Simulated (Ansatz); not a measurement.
Job for Ansatz (an electronic-structure program): R-PBE/def2-TZVPP on ClGeH3Si (SMILES [SiH3][Ge][Cl]), a point of a torsion scan.

Ansatz 0.2 input:
```yaml
crystal:
  periodic: [false, false, false]
  atoms:
    - {symbol: Si, position_ang: [-0.70865609, -0.05749505, -0.01857599]}
    - {symbol: Ge, position_ang: [1.49687616, -1.14437198, -0.06267741]}
    - {symbol: Cl, position_ang: [0.88373944, -3.10908736, -0.73610151]}
    - {symbol: H, position_ang: [-1.03531384, 0.41775806, 1.33780764]}
    - {symbol: H, position_ang: [-1.87763453, -0.83078326, -0.45426128]}
    - {symbol: H, position_ang: [-0.71256856, 1.16097102, -0.84777640]}
basis:
  gaussian:
    orbitals: def2-TZVPP
hamiltonian:
  xc: {name: PBE}
scf: {lower_state_search: off}
```

It printed:

```
WARN ansatz: RAYON_NUM_THREADS=1 ignored (pool sized by the plan → 1); use --threads N
Functional definition: PBE
these checks for a lower state are left out or cut short: stability, starts, cluster_reference, orbital_swaps, neighbouring_geometries, increment
integrals: 0.10 GiB planned
1117 factors; their error is unknown
mean field: 0.60 GiB planned
mean field evaluation 1: about -76948.3420 eV, gradient 3.0e1 eV
mean field evaluation 2: about -76944.2069 eV, gradient 5.1e1 eV
mean field evaluation 4: about -76950.5234 eV, gradient 4.4e0 eV
mean field evaluation 8: about -76950.5450 eV, gradient 1.2e-1 eV
mean field evaluation 16: about -76950.5450 eV, gradient 1.3e-5 eV
mean field -76950.54497977 eV, -2827.8803690539 hartree, gradient 3.6e-6 eV, S^2 0.000000; 0 other end points of the search recorded, 0 dependent functions left out
reference -76950.54501876 eV, -2827.8803704866 hartree; 33, 33 occupied and 141, 141 virtual orbitals, 1117 factors
Total energy: -76950.54501876 eV, -2827.8803704866 hartree
Checks for a lower state left out: stability, starts, cluster_reference, orbital_swaps, neighbouring_geometries, increment
```

Self-consistency was reached.

Cost: about 3 core-seconds (a rough figure).
